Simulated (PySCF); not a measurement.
C$_{5}$H$_{9}$O$_{2}$, doublet, geometry from GFN2-xTB, with bond 8-1 at 2.4 times its length; CASCI(3,3)/STO-3G in PySCF.

PySCF was given this input:
```python
from pyscf import gto, scf, mcscf
import numpy

mol = gto.M(
    atom='''
C    -3.16175846    0.94903204    0.17126764
C    -1.78640740    0.89124895    0.69129082
C    -0.83239058    0.17819763   -0.25616800
O     0.47128473    0.17957635    0.32774365
C     1.39871868   -0.57588259   -0.26937366
C     2.72126390   -0.47688101    0.44504027
O     1.18675492   -1.23973205   -1.24905979
H    -5.00473915    2.08336499    1.56064991
H    -3.41281455    0.52335406   -0.77858277
H    -1.76294952    0.38404932    1.66686212
H    -1.40219965    1.90365300    0.88362343
H    -0.78844764    0.68697258   -1.22569133
H    -1.14486392   -0.85736406   -0.42982009
H     3.08111324   -1.47713445    0.67231864
H     2.61532964    0.10444658    1.35501685
H     3.44362564   -0.00269211   -0.21571696
''',
    basis='sto-3g',
    spin=1,
    verbose=4,
)

mf = scf.ROHF(mol)
mf.kernel()
mc = mcscf.CASCI(mf, 3, 3)
mc.fix_spin_(ss=0.75)
mc.kernel()
occ = numpy.linalg.eigvalsh(mc.fcisolver.make_rdm1(mc.ci, mc.ncas, mc.nelecas))[::-1]
ss = mc.fcisolver.spin_square(mc.ci, mc.ncas, mc.nelecas)[0]
print('natural occupations', occ.round(4), ' <S^2>', round(ss, 4))
```

Q: Predict the main parts of the log of this PySCF run.

A: 
```
PySCF version 2.14.0

[INPUT] verbose = 4
[INPUT] num. atoms = 16
[INPUT] num. electrons = 55
[INPUT] charge = 0
[INPUT] spin (= nelec alpha-beta = 2S) = 1
[INPUT] symmetry False subgroup None
[INPUT] Mole.unit = angstrom
[INPUT] Symbol           X                Y                Z      unit          X                Y                Z       unit  Magmom
[...]
nuclear repulsion = 296.840242278159
number of shells = 30
number of NR pGTOs = 132
number of NR cGTOs = 44
basis = sto-3g
ecp = {}

******** <class 'pyscf.scf.rohf.ROHF'> ********
method = ROHF
initial guess = minao
damping factor = 0
level_shift factor = 0
DIIS = <class 'pyscf.scf.diis.CDIIS'>
diis_start_cycle = 1
diis_space = 8
diis_damp = 0
SCF conv_tol = 1e-09
SCF conv_tol_grad = None
SCF max_cycles = 50
direct_scf = True
direct_scf_tol = 1e-13
num. doubly occ = 27  num. singly occ = 1
Set gradient conv threshold to 3.16228e-05
init E= -340.918278063492
[...]
cycle= 1 E= -339.277424040335  delta_E= 1.64  |g|= 0.766  |ddm|= 3.51

WARN: HOMO 0.083560801272036 >= LUMO 0.0435399376017181

cycle= 2 E= -339.594794834848  delta_E= -0.317  |g|= 0.458  |ddm|= 1.32
[...]
cycle= 3 E= -339.654672613694  delta_E= -0.0599  |g|= 0.0918  |ddm|= 0.404
[...]
cycle= 4 E= -339.659361320701  delta_E= -0.00469  |g|= 0.0387  |ddm|= 0.15
[...]
cycle= 5 E= -339.6600777325  delta_E= -0.000716  |g|= 0.0128  |ddm|= 0.0598
[...]
cycle= 6 E= -339.660172169734  delta_E= -9.44e-05  |g|= 0.00696  |ddm|= 0.026
[...]
cycle= 7 E= -339.660211035702  delta_E= -3.89e-05  |g|= 0.0028  |ddm|= 0.0227
[...]
cycle= 8 E= -339.660223064103  delta_E= -1.2e-05  |g|= 0.000897  |ddm|= 0.00796
[...]
cycle= 9 E= -339.660223382916  delta_E= -3.19e-07  |g|= 0.000461  |ddm|= 0.0028
[...]
cycle= 10 E= -339.660223772964  delta_E= -3.9e-07  |g|= 6.67e-05  |ddm|= 0.00142
[...]
cycle= 11 E= -339.66022377667  delta_E= -3.71e-09  |g|= 2.51e-05  |ddm|= 0.000142
[...]
cycle= 12 E= -339.660223777197  delta_E= -5.28e-10  |g|= 1.03e-05  |ddm|= 5.7e-05
[...]
Extra cycle  E= -339.660223777285  delta_E= -8.78e-11  |g|= 7.15e-06  |ddm|= 3e-05
converged SCF energy = -339.660223777285

******** <class 'pyscf.mcscf.casci.CASCI'> ********
CAS (2e+1e, 3o), ncore = 26, nvir = 15
natorb = False
canonicalization = True
sorting_mo_energy = False
******** <class 'pyscf.fci.addons.SpinPenaltyFCISolver'> ********
max. cycles = 200
conv_tol = 1e-08
davidson only = True
linear dependence = 1e-12
level shift = 0.001
max iter space = 12
nroots = 1
pspace_size = 400
spin = None
Density matrix diagonal elements [1.0559816  0.94401895 0.99999945]
CASCI converged
CASCI E = -339.697193207709  E(CI) = -2.02078951502256  S^2 = 0.7500000
natural occupations [1.2635 1.     0.7365]  <S^2> 0.75
```
